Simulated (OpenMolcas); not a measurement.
**I2 (iodine): a line through the functionals**

The species is I2 (2 atoms), meant as a singlet with charge 0. SMILES: `II`. The shape is that of a PBE0-D4/def2-TZVP optimisation.

The electronic atomisation energy y, in eV, basis def2-TZVPP with a core potential; a is the functional's share of exact exchange. Programs: OpenMolcas 26.06.

| functional | program | a | y (eV) |
| --- | --- | --- | --- |
| r2SCAN | OpenMolcas | 0 | 2.01 |
| BLYP | OpenMolcas | 0 | 1.93 |
| B3LYP | OpenMolcas | 0.2 | 1.86 |
| PBE0 | OpenMolcas | 0.25 | ? |
| BHLYP | OpenMolcas | 0.5 | 1.63 |

Problem. Fit y = c + s·a to the known rows and predict PBE0.

Solution. 
1. Means of the 4 rows: a = 0.1750, y = 1.857.
2. Σ(Δa)² = 0.1675, Σ(Δa·Δy) = -0.11325, so the slope is -0.11325/0.1675 = -0.67612.
3. Intercept: 1.857 − (-0.67612) × 0.1750 = 1.975. The largest residual of the fit is 0.045.
4. PBE0: 1.975 + (-0.67612) × 0.25 = 1.81 eV.

The run gave 2.02 eV, so the prediction is off by -0.21 eV, more than the scatter of the fit. The rows mix families of semi-local functionals, which the line can't see. Spin-orbit coupling is left out.
